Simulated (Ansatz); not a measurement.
Compare A (`[SiH3]NC=S`) with its isomer B (`NC([SiH3])=S`).

Computed with Ansatz on PBE0-D4/def2-TZVP structures; ΔE is electronic, products minus reactants. CCSD(T)/CBS adds triple-zeta CCSD(T) − MP2 to the extrapolated MP2 energy (def2 sets, frozen cores). Functionals use def2-TZVPP. B3LYP here is the variant with VWN-RPA as its local correlation; programs differ in this. Each species was taken in one conformer, which may not be the lowest.

A:

```xyz
9

Si    0.1012    1.3105   -0.0041
N     0.4050   -0.3991    0.2394
C    -0.3897   -1.4168   -0.1490
S    -0.1003   -3.0020    0.0808
H    -1.1943    1.3945   -0.7156
H     0.0361    2.0027    1.3062
H     1.1935    1.9068   -0.8112
H     1.2439   -0.7167    0.7123
H    -1.2954   -1.0799   -0.6588
```

B:

```xyz
9

N    -1.4762   -0.3282   -0.3368
C    -0.4733    0.5274   -0.1270
Si    1.2486   -0.1333    0.2972
S    -0.6218    2.1612   -0.2104
H    -2.3937    0.0279   -0.5629
H    -1.3442   -1.3235   -0.2765
H     1.6354    0.3811    1.6299
H     2.1960    0.3149   -0.7477
H     1.2292   -1.6276    0.3343
```

Task: Which is lower in electronic energy at CCSD(T)/CBS, and by how much? (Estimate.)

Result: Computed: A, by 11.2 kcal/mol.

Task: Give E(B) − E(A) in kcal/mol with ωB97M-V, CCSD(T)/def2-SVP, PBE-D4, LDA (SPW92), B3LYP, r2SCAN-D4, B3LYP-D4. (Best estimate.)

Result: Computed: ωB97M-V 10.7, CCSD(T)/def2-SVP 10.9, PBE-D4 8.6, LDA (SPW92) 8.3, B3LYP 11.4, r2SCAN-D4 10.1, B3LYP-D4 10.8. None reverses the order clearly.

Task: Does the order hold for the free energy at 298.15 K (harmonic terms from PBE0-D4)? (Best estimate.)

Result: Computed: Yes: G(B) − G(A) = +11.6 kcal/mol, for one conformer each. Modes under 60 cm⁻¹, often nearly free rotors, make the harmonic entropy too high.

Largest T1 diagnostic: 0.018.

Leaving LDA and LC-ωPBE aside and taking each functional with its dispersion term where it has one, the values, not all of them listed here, spread over 3.3 kcal/mol, from PBE-D4 to BHLYP-D4. From PBE to PBE0 (25 % exact exchange), in def2-TZVPP and without D4, E(B) − E(A) moves by +1.0 kcal/mol.
